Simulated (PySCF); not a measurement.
2,3-dihydro-1,4-oxaselenine (C4H6OSe), SMILES [Se]1C=COCC1. Geometry: PBE-D3(BJ)/def2-SVP. Other conformers were not sampled.

The numbers are results of PBE-D3(BJ)/def2-SVP in PySCF, not measurements.

Harmonic wavenumbers (cm⁻¹): 116, 262, 292, 428, 458, 574, 594, 681, 732, 826, 853, 925, 956, 992, 1072, 1143, 1180, 1225, 1274, 1307, 1348, 1379, 1417, 1632, 2959, 3011, 3032, 3083, 3116, 3157. Rotational constants (GHz): 4.571, 1.999, 1.455; symmetry number 1.

Problem. Work out the zero-point energy and the ideal-gas rigid-rotor harmonic-oscillator thermochemistry at 298.15 K and 1 atm.

Solution. ZPE = ½ Σ hcν = ½ × 40020 cm⁻¹ = 239.37 kJ/mol. H − E(el) = 257.44 kJ/mol. Entropy in J/(mol K): translation 171.16, rotation 115.40, vibration 43.90, total 330.46. G − E(el) = 158.91 kJ/mol. Cp = 100.20 J/(mol K). Modes under 150 cm⁻¹ make the vibrational entropy uncertain.
